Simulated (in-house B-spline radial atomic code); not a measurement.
Successive ionisation energies of iridium; each step leads to the configuration of the next row (after the last: [Kr] 4d10 4f14 5s2 5p3). NIST's values go from ground level to ground level; the uncertainty of those that are theory runs from under 0.1 % in few-electron ions to several per cent in heavy many-electron ones. Computed with a B-spline radial code for spherical atoms: non-relativistic Hartree-Fock, average of the configuration, point nuclei.

This level leaves out relativity, spin-orbit splitting included, which matters for heavy ions.

```
  ion           configuration  ionisation energy (eV)  tabulated value (eV)    tabulated kind  computed minus tabulated (eV)  highest orbital  largest mean radius (bohr)
   Ir       [Xe] 4f14 5d7 6s2                    6.44               8.96702          measured                          -2.52               6s                      3.5237
  Ir+       [Xe] 4f14 5d7 6s1                       ?                     ?    semi-empirical                              ?                ?                           ?
 Ir2+           [Xe] 4f14 5d7                   29.93                    28  tabulated theory                           1.93               5d                      1.5805
 Ir3+           [Xe] 4f14 5d6                   43.37                    40  tabulated theory                           3.37               5d                      1.5136
 Ir4+           [Xe] 4f14 5d5                       ?                     ?  tabulated theory                              ?                ?                           ?
 Ir5+           [Xe] 4f14 5d4                   72.89                    72  tabulated theory                           0.89               5d                      1.4117
 Ir6+           [Xe] 4f14 5d3                   88.77                    89  tabulated theory                          -0.23               5d                      1.3709
 Ir7+           [Xe] 4f14 5d2                  105.31                   105  tabulated theory                           0.31               5d                      1.3347
 Ir8+           [Xe] 4f14 5d1                  122.47                 122.7    semi-empirical                          -0.23               5d                       1.302
 Ir9+               [Xe] 4f14                  191.18                 194.8    semi-empirical                          -3.62               5p                      1.0976
Ir10+  [Kr] 4d10 4f14 5s2 5p5                       ?                     ?  tabulated theory                              ?                ?                           ?
Ir11+  [Kr] 4d10 4f14 5s2 5p4                  232.19                   240  tabulated theory                          -7.81               5p                      1.0673
```

(1) Fill in the row of Ir+.

(2) Fill in the row of Ir4+.

(3) Fill in the row of Ir10+.

(4) Where is the largest jump?

(5) How far is this level of theory from the measured and semi-empirical values?

Results:

(1) ionisation energy (eV): 13.60; tabulated value (eV): 17; computed minus tabulated (eV): -3.40; highest orbital: 6s; largest mean radius (bohr): 3.1837.

(2) ionisation energy (eV): 57.73; tabulated value (eV): 57; computed minus tabulated (eV): 0.73; highest orbital: 5d; largest mean radius (bohr): 1.4585.

(3) ionisation energy (eV): 211.47; tabulated value (eV): 217; computed minus tabulated (eV): -5.53; highest orbital: 5p; largest mean radius (bohr): 1.0819.

(4) From Ir+ to Ir2+, by a factor of 2.20 (13.605 to 29.929 eV); the highest orbital goes from 6s to 5d.

(5) Over those 4 rows the differences run from -3.62 to -0.225 eV (mean absolute value 2.4 eV). The calculation leaves out relativity, correlation and, in open shells, the multiplet splittings that an average leaves out.
